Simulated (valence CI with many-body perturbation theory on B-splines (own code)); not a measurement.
Ladder of approximations for Ir⁶⁴⁺

Computed by valence CI with perturbative core correlation (CI+MBPT): three valence electrons over a frozen Dirac-Fock core [Ne], radial functions for each j: 11 s, 11 p, 9 d, 7 f, 5 g, 2 h, 1 i, with the one-electron correlation potential Σ1 (screened to all orders), the two-electron term Σ2, the three-electron term Σ3, Breit, model QED; selected single and double excitations, second order for the rest (own B-spline code, finite nucleus).

No measured spectrum was set against this ion. As an estimate, large intervals hold to a few tenths of a per cent, small ones and those within an open d or f shell to about a per cent.

Each rung adds one term. CI alone is the Dirac-Coulomb CI over the frozen core; QED comes last and gives the full result, which names the levels. Energies are above (3s^2 3p1/2) J=1/2 on the same rung, in eV.

Levels are named by their leading jj configuration (3d3/2^4 stands for four electrons in 3d with j = 3/2), which in mixed levels can hold well under half, so a name can repeat and another be missing. Letters in brackets count levels of one name in rising energy.

```csv
Level,CI alone
(3s 3p1/2^2) J=1/2,179.6
(3s^2 3p3/2) J=3/2,444.3
(3s 3p1/2 3p3/2) J=3/2 [a],591.4
(3s 3p1/2 3p3/2) J=5/2,611.7
(3s 3p1/2 3p3/2) J=3/2 [b],633.2
(3s 3p1/2 3p3/2) J=1/2,643.9
(3s^2 3d3/2) J=3/2,693.7
(3s^2 3d5/2) J=5/2,784.8
(3s 3p1/2 3d3/2) J=3/2 [a],808.3
(3s 3p1/2 3d3/2) J=3/2 [b],822.6
(3s 3p1/2 3d3/2) J=5/2,835.7
(3s 3p1/2 3d3/2) J=1/2,863.2
(3s 3p1/2 3d3/2) J=3/2 [c],871.3
(3s 3p1/2 3d5/2) J=5/2 [a],935.9
(3s 3p1/2 3d5/2) J=7/2,952.4
(3s 3p1/2 3d5/2) J=5/2 [b],962.6
```

Q: What do these energies become with core correlation, Breit and QED?

A: (3s 3p1/2^2) J=1/2 178.8 (-0.80); (3s^2 3p3/2) J=3/2 439.8 (-4.50); (3s 3p1/2 3p3/2) J=3/2 [a] 586.3 (-5.06); (3s 3p1/2 3p3/2) J=5/2 605.6 (-6.11); (3s 3p1/2 3p3/2) J=3/2 [b] 627.2 (-6.01); (3s 3p1/2 3p3/2) J=1/2 638.1 (-5.77); (3s^2 3d3/2) J=3/2 686.3 (-7.48); (3s^2 3d5/2) J=5/2 775.3 (-9.56); (3s 3p1/2 3d3/2) J=3/2 [a] 801.4 (-6.96); (3s 3p1/2 3d3/2) J=3/2 [b] 815.0 (-7.61); (3s 3p1/2 3d3/2) J=5/2 827.1 (-8.62); (3s 3p1/2 3d3/2) J=1/2 855.2 (-8.04); (3s 3p1/2 3d3/2) J=3/2 [c] 863.0 (-8.37); (3s 3p1/2 3d5/2) J=5/2 [a] 925.8 (-10.09); (3s 3p1/2 3d5/2) J=7/2 941.1 (-11.27); (3s 3p1/2 3d5/2) J=5/2 [b] 951.8 (-10.76).

Q: How does the ionisation energy move along the ladder, and which term matters most?

A: CI alone 7433.3, + Σ1 7434.5, + Σ2 7434.5, + Σ3 7434.4, + Breit 7422.9, + QED 7422.5 eV. The largest step is Breit, -11.5 eV. NIST lists 7421 ± 24 eV (theoretical).
